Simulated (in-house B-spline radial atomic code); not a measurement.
**Removing one electron from Os XLVII (Os46+)**

Closed shell [Ar] 3d10 4s2. Computed with an all-electron radial atomic-structure program (B-spline basis): Koopmans values of Dirac-Hartree-Fock plus a diagonal self-energy, in second order or with its direct term screened (direct RPA, with the hole-particle interaction, or full time-dependent Hartree-Fock), linearised in energy; no-pair Dirac-Coulomb Hamiltonian, finite nucleus. Shifts add to the Koopmans value (the ΔSCF shift is orbital relaxation alone); the final value takes TDHF screening with Breit and QED.

Command:
```bash
python run_mb.py task.json out
```
Settings (nuclear radius in fm, box in bohr, cutoff in hartree):
```
basis_form          2
Z                   76
core_configuration  [Ar] 3d10 4s2
rms_radius          5.4126
mass_number         192
speed_of_light      137.036
box_radius          2.681
lmax                7
intervals           56
virtual_cutoff      23104.0
```

Run time, properties included: 19 s on 1 thread of Arm Neoverse V1 (shared host).

Energies in eV:

```tsv
subshell	Koopmans	ΔSCF shift	second order	direct RPA	hole-particle	TDHF	Breit + QED	final
4s1/2	2555.97	-0.282	?	?	?	?	?	?
```

**Question.** What does the self-energy do to 4s1/2?

**Answer.** It shifts the removal energy by 3.203 eV in second order, 2.431 with direct RPA, 2.749 with the hole-particle term and 2.932 with TDHF screening (quasi-particle weight 0.995); Breit and QED add -3.617 eV. The final value is 2555.29 eV, against 2552 ± 4 eV (NIST, tabulated theory).
